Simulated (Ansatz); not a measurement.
```xyz
17

C     1.2052    2.5854    0.7000
Si    0.0820    1.1867    1.2107
C    -0.8235    0.3650   -0.1854
C    -0.5504   -0.9092   -0.5087
Ge   -1.4922   -1.7407   -1.9940
In    0.9432   -1.9501    0.6865
H     0.6171    3.4078    0.2841
H     1.9120    2.2526   -0.0629
H     1.7680    2.9708    1.5531
H     0.9405    0.0682    1.7850
H    -0.8093    1.6222    2.3216
H    -1.5714    0.9346   -0.7486
H    -2.4904   -0.7422   -2.6144
H    -0.4867   -2.1969   -3.0699
H    -2.2491   -2.9933   -1.5107
H     0.4167   -2.9505    1.9884
H     2.5883   -1.9105    0.1653
```

The species carries charge 0 and has multiplicity 1. In: def2 effective core potential.

Task: List the B3LYP/def2-TZVPP orbital energies in eV (Ansatz 0.2.0). (Estimate.)

Result: The calculation gave: Occupied: -10849.96, -1799.21, -1354.35, -1205.25, -1205.25, -1205.24, -277.07, -276.90, -276.75, -168.88, -143.74, -126.82, -119.13, -119.13, -119.11, -99.09, -99.04, -99.02, -83.53, -83.22, -83.21, -32.71, -32.70, -32.69, -32.63, -32.62, -21.05, -20.63, -20.46, -20.43, -20.36, -20.12, -19.46, -15.91, -14.37, -14.05, -11.74, -11.60, -11.28, -10.77, -9.97, -9.68, -9.38, -9.29, -8.79, -8.09, -7.37, -6.69. Lowest empty: -1.45, -1.04, -0.02, 0.43, 0.57, 0.87, 1.07, 1.18.

B3LYP here is the variant with VWN-RPA as its local correlation; programs differ in this.
